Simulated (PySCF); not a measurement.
Species: C2H8BNO2.
SMILES: `C[C@@H](N)B(O)O`

Torsions of this conformer, `[CH3:1][C@@H:2]([NH2:3])[B:4]([OH:5])[OH:6]`: C1–C2–B4–O5 -129°, H–N3–C2–C1 72°, H–N3–C2–C1 -176°, H–O5–B4–C2 180°, H–O6–B4–C2 -1°.

The closed-shell ground state was solved at several levels (PySCF, density fitting, gas phase, non-relativistic). Geometry: PBE0-D3(BJ)/def2-SVP, one conformer, isolated molecule.

```
             level  basis functions  HOMO (eV)  LUMO (eV)  gap (eV)  dipole (D)
  wB97X-D/pcSseg-1              142      -8.37       2.63     11.00        1.85
     PBE0/pcSseg-1              142      -6.43       0.80      7.23        1.82
CAM-B3LYP/pcSseg-1              142      -7.87       1.63      9.50        1.86
  LC-wPBE/pcSseg-1              142      -9.27       3.04     12.31        1.90
BHandHLYP/pcSseg-1              142      -7.88       1.50      9.38        1.84
    B97-2/pcSseg-1              142      -6.16       0.81      6.97        1.80
        PBE0/6-31G               70      -5.97       1.42      7.39        2.09
       PBE0/STO-3G               38      -3.15       5.03      8.18        2.34
```

Question: Estimate the row for mPW1PW91/pcSseg-1, a basis of 142 functions; the other rows only guide the guess.

Answer: HOMO -6.47 eV, LUMO 0.79 eV, gap 7.26 eV, dipole 1.83 D.

Question: Over all these levels, which gives the widest orbital gap and which the narrowest?

Answer: LC-wPBE/pcSseg-1 (range-separated hybrid) has the widest, 12.31 eV, and B97-2/pcSseg-1 (global hybrid, 21 % exact exchange) the narrowest, 6.97 eV. The two share the basis. From the narrowest to the widest the HOMO moves by -3.11 eV and the LUMO by +2.23 eV.

Question: How much does the basis alone move the frontier levels among the 3 PBE0 rows?

Answer: The HOMO by 3.28 eV and the LUMO by 4.23 eV. By rising basis size (HOMO, LUMO in eV): STO-3G -3.15, 5.03; 6-31G -5.97, 1.42; pcSseg-1 -6.43, 0.80.

Question: In the pcSseg-1 basis, how does the gap go with the fixed share of exact exchange?

Answer: B97-2 (21 %) 6.97 eV; PBE0 (25 %) 7.23 eV; mPW1PW91 (25 %) 7.26 eV; BHandHLYP (50 %) 9.38 eV. Each rise in the share widens the gap here.

Question: How far do the dipole and the HOMO energy spread over the levels?

Answer: The dipole runs from 1.80 to 2.34 D (mean 1.93 D) and the HOMO from -9.27 to -3.15 eV.
